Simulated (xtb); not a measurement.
SiH3F, SMILES [SiH3]F. All values are semi-empirical tight-binding results from xtb (GFN2-xTB unless named), good for trends rather than for accurate numbers. The structure is a stationary point at GFN2-xTB.

Optimised geometry:

```xyz
5

Si     0.0000     0.0000    -0.5121
F      0.0000     0.0000     1.0937
H     -1.2157    -0.7019    -0.8912
H      0.0000     1.4038    -0.8912
H      1.2157    -0.7019    -0.8912
```
Charge 0, spin multiplicity 1.

Problem. Estimate the properties. (The exact figures need the calculation; the answer reports its results.)

Solution. 
| Property | Result |
|---|---|
| point group as xtb finds it | C3v |
| orbital gap | 6.58 eV |
| dipole moment | 1.77 D |
| zero-point energy | 16.2 kcal/mol |
| G − E(el) at 298.15 K (modified RRHO) | 1.8 kcal/mol |
| static polarisability (D4 model) | 34.1 bohr³ |
| solvation energy, GFN2-xTB/ALPB(water) | 1.0 kcal/mol |
| solvation energy, GFN2-xTB/ALPB(dmso) | 0.5 kcal/mol |

Computed atomic charges and the Wiberg bond orders between heavy atoms:
charges (e) Si1 0.52, F2 -0.28, H3 -0.08, H4 -0.08, H5 -0.08. Bond orders Si1–F2 1.10.
